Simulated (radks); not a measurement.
Species: Nb XL. Configuration: [He].

Calculated with a radial shooting solver on a logarithmic mesh with Libxc functionals: scalar-relativistic Kohn-Sham, BLYP, spin-polarised, spherical densities, point nucleus.

Energy parts (hartree):
part                       energy
total                 -1693.91441
kinetic                1774.32250
electron-nucleus      -3494.59180
Hartree                  52.53644
exchange-correlation    -26.18155

Orbitals (lengths in bohr, moments of r in powers of bohr; <r^-3> diverges for s and p1/2; r(max) is where P^2 peaks):
orbital,occ.,eigenvalue (hartree),<1/r>,r(max),<r^-3>
1s,2,-824.1993,42.62,0.02342,-
2s,0,-205.7080,10.13,0.1283,-
2p,0,-198.7766,9.914,0.1000,2775

The highest occupied level is 1s at -22428 eV. Summed over all electrons, <r^2> = 0.003457 bohr^2, which gives a Langevin (diamagnetic) susceptibility term of -0.00274 x 10^-6 cm^3/mol.
